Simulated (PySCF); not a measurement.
ClK, charge +1, doublet, geometry from GFN2-xTB (such geometries of metal compounds can be far from the true shape) (a state made from the parent by changing its charge; the spin is typed, not shown lowest). Base run: BLYP/6-31G* in PySCF.

The PySCF input:
```python
from pyscf import gto, scf, dft

mol = gto.M(
    atom='''
K    -0.000000   -0.000000   -1.529491
Cl    0.000000    0.000000    1.709431
''',
    basis='6-31g*',
    charge=1,
    spin=1,
    verbose=4,
)

mf = dft.UKS(mol)
mf.xc = 'blyp'
mf.kernel()
```

Variants of this job, named by their change:

```csv
change,ΔE vs base (mEh),SCF cycles,<S^2>
base,0.000,7,0.751
level_shift = 0.3 (with mf.max_cycle = 100),0.000,13,0.751
level_shift = 1.0 (with mf.max_cycle = 100),0.000,33,0.751
solver = newton; init_guess = 1e,0.000,-,0.751
DIIS = EDIIS,0.000,22,0.751
conv_tol = 1e-4,0.000,4,0.751
init_guess = 1e,0.000,9,0.751
diis_space = 2,0.000,9,0.751
solver = newton,0.000,-,0.751
level_shift = 0.5 (with mf.max_cycle = 100),0.000,19,0.751
damp = 0.5; diis_start_cycle = 5,0.000,9,0.751
init_guess = huckel,0.000,7,0.751
init_guess = atom,0.000,7,0.751
```

Open shells are given as the SCF converged; they aren't shown to be the lowest states, and a large step between rows can be another state.
